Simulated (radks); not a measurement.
All-electron atom: As+ in [Ar] 3d10 4s2 4p2.

Calculated with a radial shooting solver on a logarithmic mesh with Libxc functionals: scalar-relativistic Kohn-Sham, PBE, spin-polarised, spherical densities, finite nucleus; open shells are filled with parallel spins first; Fermi nuclear charge, rms radius 4.0968 fm.

Energy parts (Ry):
| part | energy |
|---|---|
| total | -4520.98043 |
| kinetic | 4608.02912 |
| electron-nucleus | -10875.17299 |
| Hartree | 1912.94358 |
| exchange-correlation | -166.78015 |

Orbitals (lengths in bohr, moments of r in powers of bohr; r(90%) holds 90 % of the orbital's charge):
| orbital | occ. | eigenvalue (Ry) | r(90%) | <r> | <r^4> |
|---|---|---|---|---|---|
| 1s up | 1 | -862.0735 | 0.0813 | 0.04550 | 0.00001999 |
| 1s down | 1 | -862.0669 | 0.0813 | 0.04550 | 0.00001999 |
| 2s up | 1 | -109.9830 | 0.314 | 0.2028 | 0.004070 |
| 2s down | 1 | -109.9802 | 0.314 | 0.2028 | 0.004070 |
| 2p up | 3 | -96.52840 | 0.289 | 0.1772 | 0.002973 |
| 2p down | 3 | -96.52265 | 0.289 | 0.1772 | 0.002973 |
| 3s up | 1 | -14.69766 | 0.893 | 0.5983 | 0.2735 |
| 3s down | 1 | -14.68909 | 0.893 | 0.5982 | 0.2728 |
| 3p up | 3 | -10.53640 | 0.947 | 0.6173 | 0.3463 |
| 3p down | 3 | -10.52643 | 0.946 | 0.6169 | 0.3442 |
| 3d up | 5 | -3.70030 | 1.14 | 0.6791 | 0.8023 |
| 3d down | 5 | -3.68418 | 1.13 | 0.6753 | 0.7681 |
| 4s up | 1 | -1.77022 | 2.79 | 1.877 | 25.75 |
| 4s down | 1 | -1.63243 | 2.79 | 1.870 | 25.98 |
| 4p up | 2 | -1.03479 | 3.47 | 2.294 | 62.04 |
| 4p down | 0 | -0.89382 | 3.57 | 2.330 | 68.70 |

The highest occupied level is 4p up at -14.079 eV. The spin density at the nucleus is -0.9072 e/bohr^3 (1s -0.1637, 2s 0.0684, 3s 0.0202, 4s -0.8320).
